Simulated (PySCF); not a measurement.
C₆H₁₁NO₂Si.
Numbering: `[CH3:1][O:2][CH2:3][Si@@H:4]([OH:5])[n:6]1[cH:7][cH:8][cH:9][cH:10]1`

Cartesian coordinates in Å at the GFN2-xTB level; atoms count from 1:
```xyz
21
C6H11NO2Si angstrom
C      3.0445    1.1707   -0.2273
O      1.9768    0.4635    0.3442
C      1.6146   -0.6968   -0.3839
Si     0.1183   -1.4221    0.5454
O      0.4250   -1.5208    2.1310
N     -1.2612   -0.3903    0.2322
C     -1.3656    0.6796   -0.6197
C     -2.6341    1.1684   -0.5853
C     -3.3613    0.3629    0.3245
C     -2.4972   -0.5732    0.7996
H      2.7866    1.5392   -1.2285
H      3.2525    2.0152    0.4273
H      3.9389    0.5394   -0.3069
H      2.4535   -1.4051   -0.4007
H      1.3976   -0.4421   -1.4277
H     -0.1958   -2.7940    0.1678
H      0.8720   -0.8088    2.5868
H     -0.5143    1.0199   -1.1735
H     -3.0140    2.0053   -1.1383
H     -4.3960    0.4737    0.5849
H     -2.6499   -1.3677    1.5023
```

Probes without a nucleus sit at each ring's centroid and 1 Å off its mean plane on both sides; NICS is minus the shielding there, NICSzz its component along the normal. Level: GIAO PBE0/pcSseg-1 (PySCF, non-relativistic, gas phase) on the GFN2-xTB geometry, one conformer.

Ring bond lengths (Å), with Mayer bond orders in brackets: N6–C7 1.372 (1.12), C7–C8 1.360 (1.55), C8–C9 1.416 (1.32), C9–C10 1.360 (1.56), C10–N6 1.372 (1.12).

Problem. Give the NICS values of each ring in ppm.

Solution. 
```csv
ring,type,NICS(0),"NICS(1), two faces","NICS(1)zz, two faces",rms pucker (Å),"centre to ring atoms, mean (Å)"
N6–C7–C8–C9–C10,5-membered ring with N; formal bonds all aromatic,-12.9,-11.1 / -11.0,-29.7 / -28.9,0.00,1.17
```

Problem. What can be read from them?

Solution. 
- N6–C7–C8–C9–C10: mean NICS(1)zz -29.3 ppm, shielded, aromatic by this magnetic criterion (flat ring, no four-coordinate atom).

Problem. How equal are the bonds by HOMA? Use HOMA with the parameters of Krygowski (1993).

Solution. 
- N6–C7–C8–C9–C10: HOMA 0.82; the largest term is that of C9–C10, α(R − Ropt)² = 0.21. The geometric and the magnetic index point the same way.

Problem. At the second NICS(1) probe listed for ring N6–C7–C8–C9–C10, 1 Å off the ring, how large is the induced field along the normal in 11.7 T applied along it?

Solution. NICSzz × B0 = -28.9 ppm × 11.7 T = -338 μT, against the applied field.

Problem. List the ring angles and the Hirshfeld charges of the ring atoms.

Solution. 
- N6–C7–C8–C9–C10: N6 107.0° (-0.111 e), C7 109.6° (-0.038 e), C8 106.9° (-0.099 e), C9 106.8° (-0.096 e), C10 109.6° (-0.037 e); sum 540.0° against 540° for a flat convex ring.

Hardware: Intel Xeon 6975P-C, one thread, shared host with 128 logical CPUs at a one-minute load of 66. Cost: 47 s (with the writing of density and orbital grids), 1.1 GiB resident at most. This is the whole shielding run at PBE0/pcSseg-1, SCF included.
